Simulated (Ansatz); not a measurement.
Total energies of the cluster Te2Se3 (the lowest singlet isomer of a short search) from Ansatz at PBE0-D4/def2-TZVP, gas phase (1 Eh = 27.2114 eV = 2625.5 kJ/mol). The reference geometry is relaxed at PBE-D4/def2-SVP.

```xyz
5

Se    1.1352    1.7318   -0.1541
Se   -1.2763    1.5252    0.5965
Se    0.3927   -1.9134    0.7357
Te    1.5791   -0.5259   -1.1194
Te   -1.8306   -0.8177   -0.0587
```

```csv
state,geometry,energy (Eh)
charge 0 singlet,reference,-7740.01213
charge 1 doublet,reference,-7739.73037
charge 1 doublet,relaxed at PBE-D4/def2-SVP,-7739.73743
charge 0 triplet,relaxed at PBE-D4/def2-SVP,-7739.97972
charge 0 quintet,relaxed at PBE-D4/def2-SVP,-7739.93139
free Se atom (triplet),–,-2401.20505
free Te atom (triplet),–,-267.99464
```

In the def2 sets Te takes a core potential; there is no spin–orbit coupling.

(1) Work out the vertical ionisation energy to the doublet.

(2) How much does the charge 1 doublet relax, and what is the adiabatic ionisation energy?

(3) Which of the charge 0 states is lowest, and how far above it are the others?

(4) What is the binding energy per atom against free atoms?

(1) E(charge 1 doublet) − E(charge 0 singlet) = -7739.73037 − (-7740.01213) = 0.28176 Eh = 7.67 eV. For comparison, −ε of the highest occupied level is 6.07 eV at this level, 1.60 eV less.

(2) Relaxation: -7739.73037 − (-7739.73743) = 0.00706 Eh = 0.19 eV. Adiabatic ionisation energy: 0.27470 Eh = 7.47 eV, without zero-point energy. 

(3) The singlet. triplet: -7739.97972 − (-7740.01213) = 0.03241 Eh = 85.1 kJ/mol; quintet: -7739.93139 − (-7740.01213) = 0.08074 Eh = 212.0 kJ/mol. The triplet differs in its bonds from the reference.

(4) Atoms: 3 × (-2401.20505) + 2 × (-267.99464) = -7739.60443 Eh. Binding: -7739.60443 − (-7740.01213) = 0.40770 Eh = 11.09 eV, or 2.22 eV for each of 5 atoms (no zero-point energy, no counterpoise term).

The structure comes from a short search, and lower isomers may exist.
